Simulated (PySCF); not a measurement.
# `C1C[SiH2]N(C2CC2)C1` in a uniform electric field

Species: C6H13NSi.
Structure used (PBE0-D3(BJ)/def2-SVP), in Å, numbered top down from 1:
```xyz
21
C6H13NSi angstrom
C     -2.050   -1.099    0.053
C     -2.439    0.385    0.124
Si    -0.922    1.223   -0.622
N      0.129   -0.115   -0.249
C      1.532   -0.227   -0.427
C      2.401    0.984   -0.280
C      2.453   -0.098    0.758
C     -0.560   -1.236    0.369
H     -2.227   -1.468   -0.971
H     -2.656   -1.725    0.727
H     -2.548    0.717    1.171
H     -3.390    0.596   -0.387
H     -1.029    1.532   -2.086
H     -0.546    2.508    0.054
H      1.849   -0.951   -1.195
H      3.246    1.094   -0.965
H      1.922    1.928   -0.005
H      3.339   -0.736    0.809
H      1.980    0.110    1.722
H     -0.168   -2.192   -0.023
H     -0.392   -1.257    1.466
```

Level: wB97X-D/def2-SVPD (PySCF); nuclei fixed, core orbitals frozen in the response. Permanent dipole (-0.097, -0.727, 0.326) D (1 au = 2.5417 D). Static polarisability (au):

```
x   111.98   1.89   0.92
y     1.89  99.92  -6.09
z     0.92  -6.09  88.91
```

Only the terms in μ and α are kept: μ(F) = μ + αF and ΔE = −μ·F − ½ F·αF.

Q: What do fields of 0.257 V/Å (0.005 au) along the six axis directions do?

A: 
```csv
field along,induced x (D),induced y (D),induced z (D),total size (D),−μ·F (kJ/mol),−½F·αF (kJ/mol)
+x,1.423,0.024,0.012,1.538,+0.501,-3.675
−x,-1.423,-0.024,-0.012,1.724,-0.501,-3.675
+y,0.024,1.270,-0.077,0.602,+3.755,-3.279
−y,-0.024,-1.270,0.077,2.041,-3.755,-3.279
+z,0.012,-0.077,1.130,1.666,-1.684,-2.918
−z,-0.012,0.077,-1.130,1.039,+1.684,-2.918
```

Q: For the field (0.0030, -0.0025, 0.0000) au, what is the induced dipole, and what angle does it make with the field?

A: αF = (0.842, -0.621, 0.046) D, at 4.2° to the field. The polarisability along this direction, F·αF/F², is 105.18 au, against a mean of 100.27 au.

Q: Which field along μ doubles the dipole in that direction (linear response)?

A: The polarisability along the dipole is 103.08 au, so F = 0.3158 au / 103.08 au = 0.0031 au = 0.16 V/Å; higher-order terms are ignored.

Q: What field makes μF equal to kT at 400 K?

A: kT = 1.2667 × 10⁻³ Eh, so F = 0.00401 au = 20.6 MV/cm.

Q: Induction energy −ᾱe²/2R⁴ of a unit charge at 9 Å, the molecule taken as a point?

A: R = 17.01 bohr, so the energy is −100.3/(2 × 17.01⁴) Eh = -1.57 kJ/mol. The charge–dipole term at its most favourable orientation, −μe/R², is -2.87 kJ/mol.

Isolated species at its PBE0-D3(BJ)/def2-SVP geometry (one conformer only).

wB97X-D is run here without its empirical dispersion term; that term would change no orbital, density or response property at a fixed geometry.
